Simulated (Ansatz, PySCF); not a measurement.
Reaction (SMILES): Cl[Si]Br → Cl[Si]Br as doublet, charge +1 + e-
Each molecule is optimised on its own at B3LYP-D3(BJ)/def2-TZVP (Ansatz, a quantum-chemistry and plane-wave program). Unstable Hartree-Fock reference: Cl[Si]Br.
Geometry of the first species:
```
Si
Cl 1 2.0913
Br 1 2.2726 2 101.99
```
Charge 0, spin multiplicity 1.

Property: adiabatic ionisation energy (0 K, with B3LYP-D3(BJ) harmonic zero-point energies from PySCF), in eV. Valence correlation only, unless marked. UHF or UKS for open shells. No spin-orbit coupling. The frozen core is the preceding noble-gas configuration, with the filled d and f shells of earlier blocks. No relativistic terms. Basis-set limits of correlation are two-point, X^-3; Hartree-Fock from the larger set. The bracket is a focal-point correction in the basis named.

RI-MP2/CBS(def2-TZVPPD,def2-QZVPPD)+[CCSD(T)-MP2]/def2-TZVPPD (Ansatz) gives 9.48 eV.

Q: Another calculation gave 9.22 eV. Which level was it?
A. CAM-B3LYP/def2-TZVPD (Ansatz)
B. TPSSh/def2-TZVPD (PySCF)
C. HF/def2-TZVPD (PySCF)
D. M06-L/def2-TZVPD (PySCF)

A: B, TPSSh/def2-TZVPD (PySCF). The others give 9.41 (CAM-B3LYP), 9.05 (M06-L), 8.47 (HF) eV.
